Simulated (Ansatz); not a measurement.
`O[SiH]1[CH2][GeH2]1`, charge 0, multiplicity 1.

(1) Give a relaxed structure at PBE0-D4/def2-TZVP (the Gaussian-basis code of Ansatz). (Best estimate.)

Results:

(1) The calculation gave: 
Z-matrix (Å, degrees):
```
Si
C 1 1.847
Ge 1 2.299 2 57.6
O 1 1.643 2 115.6 3 -114.6
H 1 1.485 2 116.9 3 108.5
H 2 1.088 1 117.3 3 106.5
H 2 1.087 1 119.6 3 -112.6
H 3 1.531 1 123.5 2 -91.1
H 3 1.532 1 123.3 2 95.3
H 4 0.958 1 117.6 2 149.3
```
This is one stationary point; other conformers may exist.
